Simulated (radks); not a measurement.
Spherical jellium clusters: N electrons in a uniform positive sphere of charge N and radius rs N^(1/3), rs = 2.97 bohr. Calculated with a radial shooting solver with Libxc functionals: non-relativistic Kohn-Sham, LDA (Slater exchange, Perdew-Wang correlation), spin-polarised, spherical densities. Levels are named by radial order and angular momentum (1s, 1p, 1d, 2s, ...), and open shells are averaged over m.

N = 27, configuration 1s2 1p6 1d10 2s2 1f(up 7, down 0). This is the lowest configuration that the search found. Occupied and some empty levels:

level    occupation  eigenvalue (eV)  <r> (bohr)
1s up             1          -7.7699       5.372
1s down           1          -7.4633       5.073
1p up             3          -6.5500       6.428
1p down           3          -6.0983       6.281
1d up             5          -5.0430       7.178
1d down           5          -4.5210       7.138
2s up             1          -4.3964       5.995
2s down           1          -4.1039       6.170
1f up             7          -3.3081       7.852
1f down           0          -2.7689       7.908
2p up             0          -2.4805       7.432
2p down           0          -2.2042       7.580
1g up             0          -1.4233       8.613
1g down           0         -0.91712       8.824
2d up             0         -0.84286       9.776
2d down           0         -0.61107       10.28

Energy (eV): total -42.6198, kinetic 82.041, external -2617.3, Hartree 1284.2, exchange-correlation -127.44, background 1335.8.

Electron density:

r (bohr)  n(r) (e/bohr^3)
0.654             0.01169
1.75              0.01005
2.84             0.008436
3.93             0.008249
5.02             0.009370
6.12              0.01006
7.21             0.008558
8.30             0.005179
9.39             0.002202
10.5            0.0007524
11.6            0.0002260
12.7           0.00006454
13.8           0.00001786
